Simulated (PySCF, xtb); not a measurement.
C₃H₇NSi, SMILES [SiH3]N1C=CC1.

xtb 6.7.1 with GFN2-xTB at its own geometry gives an orbital gap of 4.22 eV and a dipole moment of 0.53 D.

Geometry: ωB97X-D3(BJ)/def2-SVP. The structure was generated by enumeration, and PubChem lists no compound with its InChIKey, so it may never have been made.

Question: What does PBE/def2-TZVP (PySCF) give? (Estimate from the structure and the level; the computed values follow.)

Answer: gap 4.41 eV (levels -4.89 and -0.48 eV), dipole 0.42 D.
